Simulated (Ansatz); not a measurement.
Gas-phase electronic energies from Ansatz, PBE0-D4/def2-TZVP geometries. CBS: MP2 limit from def2 TZ/QZ plus the TZ coupled-cluster correction, frozen cores. Elements past krypton have def2 core potentials. For In outer-core shells are correlated without core-valence functions, which leaves a few kJ/mol of doubt a bond. One conformer a species, not always the lowest.

Consider the ligand exchange at a B–O bond: `FB[O][InH2]` + `C=C(N)[SiH3]` → `C=C([SiH3])NBF` + `[OH][InH2]`.

`FB[O][InH2]`:

Cartesian coordinates in Å:
```
F -0.064 -0.937 1.216
B -0.363 0.416 1.264
O -0.261 1.079 0.138
In 0.341 -0.247 -1.326
H -0.687 0.842 2.332
H -1.002 -0.903 -2.141
H 2.036 -0.250 -1.483
```

`C=C(N)[SiH3]`:

Cartesian coordinates in Å:
```
C -0.310 -0.355 1.484
C -0.311 0.037 0.203
N -1.413 0.585 -0.434
Si 1.287 -0.020 -0.772
H 0.595 -0.713 1.955
H -1.205 -0.314 2.100
H -1.480 0.431 -1.427
H -2.299 0.463 0.034
H 1.777 1.352 -1.076
H 1.051 -0.705 -2.075
H 2.308 -0.762 0.007
```

`C=C([SiH3])NBF`:

Cartesian coordinates in Å:
```
C 1.162 1.217 -0.933
C 0.371 0.369 -0.269
Si -1.328 -0.022 -0.972
N 0.783 -0.225 0.926
B 0.057 -1.124 1.717
F 0.620 -1.588 2.833
H 0.836 1.673 -1.858
H 2.154 1.480 -0.575
H -1.466 -1.471 -1.267
H -1.451 0.759 -2.228
H -2.404 0.374 -0.028
H 1.711 0.039 1.233
H -1.044 -1.482 1.420
```

`[OH][InH2]`:

Cartesian coordinates in Å:
```
O -1.070 -0.625 0.646
In 0.291 0.349 -0.433
H -0.699 -1.090 1.399
H 1.900 0.210 0.144
H -0.422 1.156 -1.755
```

```json
{"species": "`FB[O][InH2]`", "CCSD/def2-TZVPP energy (Eh)": "-391.03024"}
{"species": "`C=C(N)[SiH3]`", "CCSD/def2-TZVPP energy (Eh)": "-423.94094"}
{"species": "`C=C([SiH3])NBF`", "CCSD/def2-TZVPP energy (Eh)": "-548.56189"}
{"species": "`[OH][InH2]`", "CCSD/def2-TZVPP energy (Eh)": "-266.39427"}
```

(1) Work out ΔE.

Largest T1 diagnostic among the species: 0.017.

Answers

(1) ΔE = (-548.56189) + (-266.39427) − (-391.03024) − (-423.94094) = 0.01502 Eh = +39.4 kJ/mol. CCSD(T)/CBS gives +38.2 kJ/mol.

In def2-TZVPP, CCSD(T) changes the Hartree–Fock value by −7.6 kJ/mol (the triples alone add −0.6 kJ/mol) and MP2 by −8.6 kJ/mol.
